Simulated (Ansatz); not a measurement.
One geometry of Ge2Te, several levels of theory.

```yaml
crystal:
  periodic: [false, false, false]
  atoms:
    - {symbol: Ge, position_ang: [1.425724, -0.030829, 0.365524]}
    - {symbol: Ge, position_ang: [-0.568839, 1.199279, -0.636710]}
    - {symbol: Te, position_ang: [-0.856885, -1.168450, 0.271186]}
basis:
  gaussian: {orbitals: def2-TZVP, initial_orbitals: start.molden}
hamiltonian: {xc: {name: B3LYP}, dispersion: d4}
scf: {omitted_lower_state_checks: [starts]}
output: {orbitals: {seedname: orbitals}}
```

The file start.molden holds the orbitals of an earlier run on this structure, at another level or in another basis.

```sh
$ ansatz run in.yaml --threads 4 --pin off --events-out ev --progress --plain --max-ram 3916MiB
```

Shortened log:

```
Functional definition: B3LYP
1201 factors; their error is unknown
mean field evaluation 1: about -120335.2142 eV, gradient 5.7e0 eV
mean field evaluation 2: about -120335.2555 eV, gradient 4.8e-2 eV
mean field evaluation 4: about -120335.7763 eV, gradient 1.9e-4 eV
mean field evaluation 8: about -120335.7763 eV, gradient 2.7e-5 eV
mean field -120335.77632931 eV, -4422.2582135833 hartree, gradient 2.7e-5 eV, S^2 0.000000; 0 other end points of the search recorded, 0 dependent functions left out
reference -120335.77652117 eV, -4422.2582206340 hartree; 44, 44 occupied and 102, 102 virtual orbitals, 1201 factors
Total energy: -120336.03025651 eV, -4422.2675452358 hartree
Checks for a lower state left out: starts
```

Hardware: 4 threads of Intel Xeon Platinum 8488C on a shared host. Wall time 1.2 s.

First input, but with `gaussian: {orbitals: def2-SVP, initial_orbitals: start.molden}`, `hamiltonian: {xc: pbe0, dispersion: d4}` (abridged; 0.85 s):

```
Functional definition: PBE0
mean field -120302.53522655 eV, -4421.0366255887 hartree, gradient 2.0e-5 eV, S^2 0.000000
Total energy: -120302.66227423 eV, -4421.0412945047 hartree
Checks for a lower state left out: starts
```

First input, but with `hamiltonian: {xc: pbe0, dispersion: d4}` (abridged; 1.2 s):

```
Functional definition: PBE0
mean field -120316.99529291 eV, -4421.5680232259 hartree, gradient 1.8e-5 eV, S^2 0.000000
Total energy: -120317.12234174 eV, -4421.5726921842 hartree
Checks for a lower state left out: starts
```

The first input with `hamiltonian: {xc: pbe}`, `correlation: {method: rpa}` and without the key `output` (abridged; 1.9 s):

```
Functional definition: PBE
mean field -120313.93572961 eV, -4421.4555863485 hartree, gradient 8.7e-6 eV, S^2 0.000000
22 core orbitals not correlated: weight in the atoms' cores, before any rotation towards them, 1.000 or more for the frozen orbitals, at most 0.000 for the correlated occupied ones
Total energy: -120246.14075268 eV, -4418.9641668995 hartree
Checks for a lower state left out: starts
```

The first input with `hamiltonian: {xc: lda}` (abridged; 0.5 s):

```
Functional definition: SPW92
mean field -120149.11460087 eV, -4415.3985215872 hartree, gradient 8.8e-5 eV, S^2 0.000000
Total energy: -120149.11462698 eV, -4415.3985225466 hartree
Checks for a lower state left out: starts
```

The first input with `gaussian: {orbitals: def2-SVP, initial_orbitals: start.molden}`, `hamiltonian: {xc: pbe, dispersion: d4}` (abridged; 0.45 s):

```
Functional definition: PBE
mean field -120299.44650754 eV, -4420.9231172587 hartree, gradient 1.3e-5 eV, S^2 0.000000
Total energy: -120299.59685197 eV, -4420.9286423145 hartree
Checks for a lower state left out: starts
```

As the first input, with `gaussian: {orbitals: def2-TZVPP, initial_orbitals: start.molden}`, `correlation: {method: ccsd_t}` and without the key `hamiltonian` (abridged; 12 s):

```
Functional definition: HF
mean field evaluation 16: about -120210.2929 eV, gradient 6.4e-1 eV
mean field evaluation 32: about -120210.2963 eV, gradient 3.2e-4 eV
mean field -120213.76553721 eV, -4417.7743996756 hartree, gradient 1.8e-6 eV, S^2 0.000000; 1 other end points of the search recorded, 0 dependent functions left out; unrestricted orbitals would lower it
determinant -120213.76553721 eV, -4417.7743996756 hartree, with singles and doubles -120237.73636239 eV, -4418.6553112531 hartree
determinant -120210.29634716 eV, -4417.6469092928 hartree, with singles and doubles -120234.59820297 eV, -4418.5399860212 hartree
22 core orbitals not correlated: weight in the atoms' cores, before any rotation towards them, 1.000 or more for the frozen orbitals, at most 0.000 for the correlated occupied ones
second order -24.86790269 eV of doubles, -0.00000000 eV of singles
cycle   1  -23.97434772 eV  change   -3.5e-3 eV  update   1.9e-3
cycle   2  -23.97398882 eV  change    3.6e-4 eV  update   1.1e-3
cycle   3  -23.97314833 eV  change    8.4e-4 eV  update   7.7e-4
cycle   4  -23.97380073 eV  change   -6.5e-4 eV  update   1.7e-4
cycle   5  -23.97402084 eV  change   -2.2e-4 eV  update   8.5e-5
cycle   6  -23.97396996 eV  change    5.1e-5 eV  update   1.5e-5
perturbative correction -1.02453133 eV, -0.0376508321 hartree
Total energy: -120238.76403850 eV, -4418.6930776534 hartree
Checks for a lower state left out: starts
```

Geometry: PBE0-D4/def2-TZVP.

In the def2 sets Te takes a core potential; there is no spin–orbit coupling. B3LYP takes the VWN-RPA correlation. Correlated methods freeze 22 core orbitals; core or outer-core shells of Ge, Te are correlated, in sets that lack core-valence functions. At CCSD(T)/def2-TZVPP the restricted singlet (for correlated methods, its reference) is unstable: a solution with broken spin symmetry lies lower. The structure comes from a short search, and lower isomers may exist.
